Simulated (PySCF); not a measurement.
Estimate the missing entries of this data sheet.

As2H4.
Cartesian coordinates in Å at the PBE0-D3(BJ)/def2-SVP level; atoms count from 1:
```xyz
6
As2H4 angstrom
As    -0.086   -0.802   -0.927
As     0.086    0.804    0.925
H     -1.248   -1.530   -0.255
H     -1.054    0.103   -1.687
H      1.049   -0.104    1.688
H      1.253    1.529    0.256
```

```tsv
property	level	value
point group	PBE0-D3(BJ)/def2-SVP	?
rotational constants A, B, C	PBE0-D3(BJ)/def2-SVP	?
dipole moment	CAM-B3LYP/def2-SVPD	0.00 D
HOMO energy	CAM-B3LYP/def2-SVPD	?
LUMO energy	CAM-B3LYP/def2-SVPD	?
lowest singlet excitation	TDDFT CAM-B3LYP/def2-SVPD	?
strongest line among the 10 lowest singlet transitions	TDDFT CAM-B3LYP/def2-SVPD	S7 at 7.65 eV (162 nm, f = 0.580)
lowest triplet excitation (Tamm–Dancoff)	TDA CAM-B3LYP/def2-SVPD	?
static isotropic polarisability	CAM-B3LYP/def2-SVPD	69.4 au
electronic spatial extent ⟨r²⟩ about the centre of nuclear charge	CAM-B3LYP/def2-SVPD	500 bohr²
1H chemical shifts (computed TMS as zero) by class	GIAO PBE0/pcSseg-1	2.54 (H3/H4/H5/H6) ppm
isotropic shieldings of nuclei other than C and H, by class	GIAO PBE0/pcSseg-1	?
```

The electronic properties come from PySCF, for the isolated species, density fitting. The calculation is non-relativistic and has no spin–orbit coupling, an omission that weighs most on arsenic. Atoms bound to As lack the heavy atom's spin–orbit term in their shielding, so their NMR values are less reliable.

Question: Give the lowest triplet excitation (Tamm–Dancoff).

Answer: 4.13 eV.

Question: Give the lowest singlet excitation.

Answer: 5.45 eV (228 nm, f = 0.274).

Question: Give the point group.

Answer: C2h.

Question: The LUMO energy?

Answer: 0.20 eV.

Question: The rotational constants A, B, C?

Answer: 54.550, 2.130, 2.127 GHz.

Question: The isotropic shieldings of nuclei other than C and H, by class?

Answer: 1816 (As1/As2) ppm.

Question: The HOMO energy?

Answer: -8.10 eV.

With B = h/(8π²I), that is 505.379 GHz u Å² over I, the principal moments of inertia are 9.3, 237.3 and 237.6 u Å² (most abundant isotopes); the inertial defect Ic − Ia − Ib is -9.0 u Å² (zero for a rigid planar frame, negative otherwise). The polarisability is 10.28 Å³ as a volume (1 au = 0.148185 Å³), or 0.99 au for each of the 70 electrons. In wavenumbers S1 is 43900 cm⁻¹ (1 eV = 8065.54 cm⁻¹). The rotational constants make it an asymmetric top with κ = (2B − A − C)/(A − C) = -1.00, nearer the prolate limit (−1). The principal polarisabilities are 58.3, 58.7 and 91.0 au; their mean is the isotropic value. No computed singlet falls in the visible range (750 to 380 nm, 1.65 to 3.26 eV); S1 lies 2.19 eV above its blue end.

For the NMR shielding job (PBE0/pcSseg-1), time: 5.1 s. Hardware: one thread of an Arm Neoverse V2, shared host.

One conformer stands for the species.
